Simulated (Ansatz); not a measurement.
Abridged output of a molecular run in Ansatz:

```
Functional definition: HF
664 factors; integrals over basis functions are off by at most 9.0e-4 eV
mean field evaluation 1: about -33893.3402 eV, gradient 2.0e1 eV
mean field evaluation 2: about -33893.3431 eV, gradient 2.0e1 eV
mean field evaluation 4: about -33895.5007 eV, gradient 2.2e0 eV
mean field evaluation 8: about -33895.5752 eV, gradient 2.2e-3 eV
mean field -33895.57515799 eV, -1245.6394118100 hartree, gradient 3.2e-6 eV, S^2 0.753444; 0 other end points of the search recorded, 0 dependent functions left out
16 core orbitals not correlated: weight in the atoms' cores, before any rotation towards them, 1.000 or more for the frozen orbitals, at most 0.000 for the correlated occupied ones
reference -33895.57515799 eV, -1245.6394118100 hartree; 13, 12 occupied and 44, 45 virtual orbitals, 664 factors
second order -14.13001081 eV of doubles, -0.00000000 eV of singles
cycle   1  -14.67130679 eV  change   -5.4e-1 eV  update   8.6e-2
cycle   2  -14.98031095 eV  change   -3.1e-1 eV  update   2.6e-2
cycle   3  -15.06588096 eV  change   -8.6e-2 eV  update   1.5e-2
cycle   4  -15.06562032 eV  change    2.6e-4 eV  update   4.2e-3
cycle   5  -15.06325641 eV  change    2.4e-3 eV  update   1.9e-3
cycle   6  -15.06338307 eV  change   -1.3e-4 eV  update   8.0e-4
cycle   7  -15.06348318 eV  change   -1.0e-4 eV  update   2.7e-4
cycle   8  -15.06356231 eV  change   -7.9e-5 eV  update   1.1e-4
cycle   9  -15.06359633 eV  change   -3.4e-5 eV  update   4.5e-5
cycle  10  -15.06357918 eV  change    1.7e-5 eV  update   2.0e-5
perturbative correction -0.33638126 eV, -0.0123617833 hartree
Total energy: -33910.97511843 eV, -1246.2053499178 hartree
Checks for a lower state left out: cluster_reference
```

Its atoms:

```xyz
5

F     1.070   -1.341    0.402
Si    0.414    0.069    0.755
S    -1.636    0.074    0.194
Cl    1.517    1.460   -0.267
H    -1.365   -0.263   -1.083
```

(1) Which basis set was used?
A. cc-pV(Q+d)Z
B. def2-QZVPP
C. def2-SVP
D. def2-SVPD

(2) Write the keys of the input that set method, charge and spin (a neutral closed shell needs none for the last two).

## Answers

(1) C. It gives 73 functions.

(2) 
```yaml
magnetization: {spin_polarized: true, initial_magnetization: 1}
correlation: {method: ccsd_t}
scf: {omitted_lower_state_checks: [cluster_reference]}
```
